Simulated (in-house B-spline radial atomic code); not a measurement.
## P⁷⁺: [He] 2s2 2p4

Computed with a radial B-spline atomic code at the basis-set limit: Dirac-Kohn-Sham wB97X, spherical fractional occupations, Fermi nucleus of rms radius 3.1889 fm.

Screening seen three ways: the hydrogenic charge with the same mean radius, Z_r = [3n² - l(l+1)]/(2<r>), the one with the same energy, Z_e = n√(-2ε), and Slater's rules. Values are occupation-weighted means over j.

| shell | electrons | ε (eV) | <r> (bohr) | Z_r | Z_e | Slater |
| --- | --- | --- | --- | --- | --- | --- |
| 1s | 2 | -2303 | 0.1033 | 14.52 | 13.01 | 14.70 |
| 2s | 2 | -345.31 | 0.4871 | 12.32 | 10.08 | 11.55 |
| 2p | 4 | -294.26 | 0.4412 | 11.33 | 9.30 | 11.55 |

The least bound orbital is 2p3/2 at -293.9 eV, while the most diffuse is 2s1/2 (<r> = 0.4871 bohr against 0.4418 bohr): energy order and size order differ.

Spin-orbit splittings of the orbital energies (j = l + 1/2 above j = l - 1/2 when positive): 2p 1.093 eV.

For the 1s electron the small component carries 0.284 % of the norm, the zero-frequency Breit interaction raises the level by 1.368 eV, self-energy by 0.6133 eV, and vacuum polarisation lowers it by 0.03932 eV.

Caution: exact exchange at fractional occupations of open shells leaves self-interaction of up to several eV.
